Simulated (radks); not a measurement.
The arsenic anion As3-, [Kr], held by a Watson sphere: a shell of charge +3.5 at radius R that stands for the Madelung well of a crystal (potential energy -3.5/R inside, -3.5/r outside, in hartree with lengths in bohr). All-electron calculation, scalar-relativistic Kohn-Sham, r2SCAN, spin-polarised, spherical densities, finite nucleus; meta-GGA in the generalised Kohn-Sham scheme; Fermi nuclear charge, rms radius of each element as measured or else 0.836 A^(1/3) + 0.57 fm. Program: a radial shooting solver on a logarithmic mesh with Libxc functionals.

| R (bohr) | e(3d) (eV) | e(4s) (eV) | e(4p) (eV) | <r> 4p (bohr) | sum of <r^2> (bohr^2) | X-ray form factor at sin(theta)/lambda = 0.1 1/angstrom |
|---|---|---|---|---|---|---|
| 2.67 | -42.978 | -19.833 | -10.941 | 2.525 | 63.27 | 32.174 |
| 2.99 | -42.247 | -18.520 | -9.994 | 2.655 | 68.60 | 31.954 |
| 3.08 | -42.076 | -18.188 | -9.740 | 2.692 | 70.12 | 31.896 |
| 3.53 | -41.356 | -16.744 | -8.566 | 2.868 | 77.80 | 31.623 |
| 3.61 | -41.245 | -16.522 | -8.374 | 2.898 | 79.18 | 31.579 |
| 3.62 | -41.231 | -16.495 | -8.350 | 2.902 | 79.36 | 31.573 |
| 5.01 | -39.783 | -13.880 | -5.792 | 3.407 | 105.0 | 30.965 |
